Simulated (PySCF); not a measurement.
A survey of 17O NMR shifts

- structure optimised with GFN2-xTB
- σ from GIAO-PBE0/pcSseg-1
- program: PySCF
- one conformer, no solvent model, relativity neglected, averaged over atoms made equivalent by symmetry, fast rotation or ring inversion

Shieldings were converted by a linear fit to measured shifts: 17O (scatter 10.7 ppm rms, 12.2 ppm with the 3 outliers that the fit left out vs liquid water, solution or neat liquid). Occasional misses reach two or three times the rms, and more in compound classes unlike the fitted ones.

Question: Give the 17O shifts of `COC(C)=O`, `C=C(OC)S(C)(=O)=O`, `O=C(O)[SiH2]OC[SiH3]`, `O[Si@@H]1CC[Si@@H](O)O1`.

Answer: 
```tsv
compound	environment	δ (ppm)
[CH3:1][O:2][C:3]([CH3:4])=[O:5]	O5: ester carbonyl oxygen	368.9
[CH3:1][O:2][C:3]([CH3:4])=[O:5]	O2: ester alkoxy oxygen	135.8
[CH2:1]=[C:2]([O:3][CH3:4])[S:5]([CH3:6])(=[O:7])=[O:8]	O7/8: S=O oxygen (×2)	152.3
[CH2:1]=[C:2]([O:3][CH3:4])[S:5]([CH3:6])(=[O:7])=[O:8]	O3: ether oxygen	61.5
[O:1]=[C:2]([OH:3])[SiH2:4][O:5][CH2:6][SiH3:7]	O1: carbonyl oxygen	424.0
[O:1]=[C:2]([OH:3])[SiH2:4][O:5][CH2:6][SiH3:7]	O3: acid hydroxyl oxygen	175.8
[O:1]=[C:2]([OH:3])[SiH2:4][O:5][CH2:6][SiH3:7]	O5: oxygen bonded to C, Si	-43.7
[OH:1][Si@@H:2]1[CH2:3][CH2:4][Si@@H:5]([OH:6])[O:7]1	O7: oxygen bonded to 2 Si, in a 5-membered ring	60.8
[OH:1][Si@@H:2]1[CH2:3][CH2:4][Si@@H:5]([OH:6])[O:7]1	O1/6: oxygen bonded to Si, H (×2)	1.0
```

In solution the two oxygens of a carboxylic acid give one averaged line by proton exchange, and hydrogen bonding shields acid and N–H amide carbonyl oxygens by tens of ppm; neither is in these numbers.
